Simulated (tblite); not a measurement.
Species: C₆H₇SSi (doublet state).
Numbering: `[SiH3:1][S:2][c:3]1[c:4][cH:5][cH:6][cH:7][cH:8]1` (hydrogens: H9, H10, H11 on Si1; H12 on C5; H13 on C6; H14 on C7; H15 on C8)
Bond orders are those of one Lewis drawing.

Computed with GFN2-xTB (tblite), gas phase: L-BFGS steps from a force-field or distance-geometry start until the largest atomic force falls under 0.01 eV/Å.

Step 45: E = -579.6024 eV
```
atom  x, y, z in Å  |  force x, y, z in eV/Å
Si1     3.1090   -0.2224    0.3922    0.113  -0.102  -0.002
S2      1.7382    1.4380    0.3265    0.078   0.050  -0.048
C3      0.1126    0.7913    0.0547    0.009   0.006   0.052
C4     -0.9395    1.6424   -0.1372    0.049   0.096  -0.052
C5     -2.2412    1.2770   -0.2506    0.031   0.066   0.106
C6     -2.5432   -0.0762   -0.0967   -0.040   0.019  -0.056
C7     -1.5124   -0.9822    0.0586   -0.028  -0.015  -0.077
C8     -0.1959   -0.5668    0.0970    0.032  -0.047   0.062
H9      2.6180   -1.2381    1.3373    0.098   0.150  -0.159
H10     3.2515   -0.7472   -0.9793   -0.048   0.067   0.324
H11     4.3201    0.4144    0.9152   -0.208  -0.085  -0.152
H12    -3.0263    1.9958   -0.4211   -0.016   0.047   0.006
H13    -3.5758   -0.3811   -0.1160   -0.064  -0.139  -0.021
H14    -1.7090   -2.0389    0.1488   -0.127  -0.045  -0.022
H15     0.5894   -1.2979    0.1846    0.119  -0.066   0.038
```

Step 46: E = -579.6122 eV
```
atom  x, y, z in Å  |  force x, y, z in eV/Å
Si1     3.1094   -0.2290    0.4020    0.020  -0.038  -0.012
S2      1.7450    1.4265    0.3120    0.057   0.187   0.018
C3      0.1185    0.7899    0.0573   -0.084  -0.036   0.057
C4     -0.9350    1.6404   -0.1279    0.016   0.147  -0.068
C5     -2.2370    1.2775   -0.2447    0.009   0.075   0.085
C6     -2.5435   -0.0761   -0.1050   -0.043   0.034  -0.045
C7     -1.5128   -0.9815    0.0530   -0.075  -0.033  -0.049
C8     -0.1964   -0.5658    0.1036   -0.006  -0.133   0.017
H9      2.6586   -1.2435    1.3539    0.009   0.056  -0.054
H10     3.2175   -0.7417   -0.9620    0.016  -0.069   0.093
H11     4.3065    0.4332    0.8916   -0.001  -0.011  -0.067
H12    -3.0210    1.9981   -0.4130   -0.011   0.057   0.010
H13    -3.5763   -0.3842   -0.1349   -0.018  -0.106  -0.018
H14    -1.7238   -2.0365    0.1395   -0.045  -0.036  -0.024
H15     0.5859   -1.2991    0.1885    0.159  -0.094   0.057
```

**Question.** Estimate the geometry and energy of step 47. (The exact step hangs on the optimiser's Hessian estimate; all steps are aligned on step 46, rigid shifts and turns removed.)

**Answer.** E = -579.6164 eV, largest force 0.160 eV/Å
```
atom  x, y, z in Å  |  force x, y, z in eV/Å
Si1     3.1039   -0.2353    0.4091    0.051  -0.015   0.018
S2      1.7457    1.4280    0.3246    0.027   0.147   0.026
C3      0.1178    0.7932    0.0644   -0.049  -0.048   0.055
C4     -0.9347    1.6459   -0.1179    0.005   0.082  -0.057
C5     -2.2355    1.2794   -0.2404   -0.019   0.057   0.074
C6     -2.5417   -0.0763   -0.1130   -0.023   0.020  -0.036
C7     -1.5104   -0.9823    0.0428   -0.043  -0.019  -0.050
C8     -0.1939   -0.5648    0.1001    0.001  -0.107   0.021
H9      2.6852   -1.2349    1.3973    0.011   0.107  -0.118
H10     3.1660   -0.7641   -0.9535    0.029  -0.069   0.133
H11     4.3145    0.4435    0.8521   -0.055  -0.061  -0.090
H12    -3.0214    1.9984   -0.4069   -0.008   0.062   0.013
H13    -3.5746   -0.3874   -0.1492    0.018  -0.082  -0.017
H14    -1.7186   -2.0389    0.1229   -0.051  -0.016  -0.031
H15     0.5933   -1.2963    0.1814    0.105  -0.058   0.059
```

The energy changes by -0.0042 eV. The first-order estimate −F·Δx gives -0.0058 eV and the mean of the old and new forces, exact on a quadratic surface, -0.0041 eV. The step makes an angle of 82° with the force vector and moves no atom by more than 0.057 Å.

What follows is the cost of the whole relaxation. On one thread, Intel Xeon at 2.50 GHz (x86_64) (shared host), this took 2.6 s wall, 1.9 s CPU.
